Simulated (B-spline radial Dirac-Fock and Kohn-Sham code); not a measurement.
# Magnetic form factor of the 3d shell of Lu⁴⁶⁺

System: Lu⁴⁶⁺ in the configuration [Ar] 3d7.

Method: configuration-average Dirac-Fock orbitals. Computed with a radial B-spline solver. ⟨j_K⟩ is the integral of the 3d radial density with the spherical Bessel function j_K(4πsr), s = sin θ/λ.

| s (Å⁻¹) | ⟨j0⟩ | ⟨j2⟩ | ⟨j4⟩ |
| --- | --- | --- | --- |
| 0 | 1.0000 | 0.0000 | 0.0000 |
| 0.05 | 0.9993 | 0.0003 | 0.0000 |
| 0.1 | 0.9972 | 0.0011 | 0.0000 |
| 0.15 | 0.9937 | 0.0025 | 0.0000 |
| 0.2 | 0.9888 | 0.0045 | 0.0000 |
| 0.25 | 0.9825 | 0.0070 | 0.0000 |
| 0.3 | 0.9749 | 0.0100 | 0.0000 |
| 0.35 | 0.9660 | 0.0135 | 0.0001 |
| 0.4 | 0.9558 | 0.0175 | 0.0001 |
| 0.45 | 0.9444 | 0.0220 | 0.0002 |
| 0.5 | 0.9318 | 0.0269 | 0.0003 |
| 0.6 | 0.9033 | 0.0378 | 0.0006 |
| 0.7 | 0.8707 | 0.0502 | 0.0011 |
| 0.8 | 0.8346 | 0.0636 | 0.0019 |
| 0.9 | 0.7955 | 0.0778 | 0.0029 |
| 1 | 0.7539 | 0.0925 | 0.0042 |
| 1.1 | 0.7105 | 0.1074 | 0.0060 |
| 1.2 | 0.6658 | 0.1222 | 0.0081 |
| 1.4 | 0.5746 | 0.1504 | 0.0136 |
| 1.6 | 0.4844 | 0.1754 | 0.0208 |

Radial moments of the shell: ⟨r²⟩ = 0.03837, ⟨r⁴⟩ = 0.002492, ⟨r⁶⟩ = 0.0002459 in powers of bohr.
